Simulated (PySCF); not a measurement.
C4H9 (SMILES [CH2]C(C)C), doublet, geometry from GFN2-xTB; CAMB3LYP/3-21G (PySCF).

The PySCF input:
```python
from pyscf import gto, scf, dft

mol = gto.M(
    atom='''
C     0.00343895    0.02707874    0.36145372
H     0.01593184   -0.10399431    1.46074042
C     0.00475813    1.46920007    0.05225443
H    -0.91648563    2.00955334   -0.04081729
H     0.92724045    2.01071965   -0.02101528
C     1.25810793   -0.66327342   -0.18430821
H     1.28125383   -0.59348488   -1.26953638
H     2.15523034   -0.19293024    0.21094343
H     1.26733551   -1.71452144    0.09490627
C    -1.26527340   -0.65633136   -0.15779662
H    -1.31206581   -0.58413275   -1.24212382
H    -1.27317201   -1.70816785    0.11918081
H    -2.15145821   -0.18308581    0.25810204
''',
    basis='3-21g',
    spin=1,
    verbose=4,
)

mf = dft.UKS(mol)
mf.xc = 'camb3lyp'
mf.grids.radi_method = dft.radi.gauss_chebyshev
mf.kernel()
```

The log (banner, timings and long lists left out):

```
PySCF version 2.14.0

[INPUT] verbose = 4
[INPUT] num. atoms = 13
[INPUT] num. electrons = 33
[INPUT] charge = 0
[INPUT] spin (= nelec alpha-beta = 2S) = 1
[INPUT] symmetry False subgroup None
[INPUT] Mole.unit = angstrom
[INPUT] Symbol           X                Y                Z      unit          X                Y                Z       unit  Magmom
[INPUT]  1 C      0.003438950000   0.027078740000   0.361453720000 AA    0.006498673656   0.051171402398   0.683048537505 Bohr   0.0
[INPUT]  2 H      0.015931840000  -0.103994310000   1.460740420000 AA    0.030106814260  -0.196520764413   2.760399332882 Bohr   0.0
[INPUT]  3 C      0.004758130000   1.469200070000   0.052254430000 AA    0.008991562565   2.776385754492   0.098746561495 Bohr   0.0
[INPUT]  4 H     -0.916485630000   2.009553340000  -0.040817290000 AA   -1.731906837799   3.797505445305  -0.077133499247 Bohr   0.0
[INPUT]  5 H      0.927240450000   2.010719650000  -0.021015280000 AA    1.752230502118   3.799709451781  -0.039713123631 Bohr   0.0
[INPUT]  6 C      1.258107930000  -0.663273420000  -0.184308210000 AA    2.377479422843  -1.253405109504  -0.348292039409 Bohr   0.0
[INPUT]  7 H      1.281253830000  -0.593484880000  -1.269536380000 AA    2.421218834750  -1.121523882270  -2.399076063372 Bohr   0.0
[INPUT]  8 H      2.155230340000  -0.192930240000   0.210943430000 AA    4.072795077953  -0.364585314747   0.398625310476 Bohr   0.0
[INPUT]  9 H      1.267335510000  -1.714521440000   0.094906270000 AA    2.394917021836  -3.239975956295   0.179346857804 Bohr   0.0
[INPUT] 10 C     -1.265273400000  -0.656331360000  -0.157796620000 AA   -2.391020198697  -1.240286517363  -0.298192395182 Bohr   0.0
[INPUT] 11 H     -1.312065810000  -0.584132750000  -1.242123820000 AA   -2.479445038306  -1.103850917889  -2.347273832599 Bohr   0.0
[INPUT] 12 H     -1.273172010000  -1.708167850000   0.119180810000 AA   -2.405946408362  -3.227969411287   0.225219090204 Bohr   0.0
[INPUT] 13 H     -2.151458210000  -0.183085810000   0.258102040000 AA   -4.065666785347  -0.345982038194   0.487742167792 Bohr   0.0

nuclear repulsion = 127.194006711396
number of shells = 38
number of NR pGTOs = 87
number of NR cGTOs = 54
basis = 3-21g
ecp = {}

******** <class 'pyscf.dft.uks.UKS'> ********
method = UKS
initial guess = minao
damping factor = 0
level_shift factor = 0
DIIS = <class 'pyscf.scf.diis.CDIIS'>
diis_start_cycle = 1
diis_space = 8
diis_damp = 0
SCF conv_tol = 1e-09
SCF conv_tol_grad = None
SCF max_cycles = 50
direct_scf = True
direct_scf_tol = 1e-13
number electrons alpha = 17  beta = 16
XC library pyscf.dft.libxc version 7.1.2
    S. Lehtola, C. Steigemann, M. J. T. Oliveira, and M. A. L. Marques,  SoftwareX 7, 1–5 (2018)
XC functionals = camb3lyp
    T. Yanai, D. P. Tew, and N. C. Handy,  Chem. Phys. Lett. 393, 51 (2004)
radial grids: Gauss-Chebyshev [JCP 108, 3226 (1998); DOI:10.1063/1.475719) radial grids
becke partition: Becke, JCP 88, 2547 (1988); DOI:10.1063/1.454033
pruning grids: <function nwchem_prune>
grids dens level: 3
symmetrized grids: False
atomic radii adjust function: <function treutler_atomic_radii_adjust>
small_rho_cutoff = 0
Set gradient conv threshold to 3.16228e-05
tot grids = 141328
init E= -156.994920163781

cycle= 1 E= -156.804226365763  delta_E= 0.191  |g|= 0.165  |ddm|= 2.18
cycle= 2 E= -156.81505021181  delta_E= -0.0108  |g|= 0.112  |ddm|=  0.3
cycle= 3 E= -156.821481275304  delta_E= -0.00643  |g|= 0.016  |ddm|= 0.114
cycle= 4 E= -156.821739847742  delta_E= -0.000259  |g|= 0.00495  |ddm|= 0.0381
cycle= 5 E= -156.821761743561  delta_E= -2.19e-05  |g|= 0.00226  |ddm|= 0.00726
cycle= 6 E= -156.821767761248  delta_E= -6.02e-06  |g|= 0.000302  |ddm|= 0.00597
cycle= 7 E= -156.821767899575  delta_E= -1.38e-07  |g|= 0.000115  |ddm|= 0.000987
cycle= 8 E= -156.821767912021  delta_E= -1.24e-08  |g|= 4.99e-05  |ddm|= 0.000243
cycle= 9 E= -156.821767914324  delta_E= -2.3e-09  |g|= 1.15e-05  |ddm|= 0.000103
cycle= 10 E= -156.821767914501  delta_E= -1.77e-10  |g|= 2.96e-06  |ddm|= 2.95e-05
Extra cycle  E= -156.821767914514  delta_E= -1.26e-11  |g|= 1.42e-06  |ddm|= 7.29e-06
converged SCF energy = -156.821767914514  <S^2> = 0.75377302  2S+1 = 2.0037695
```
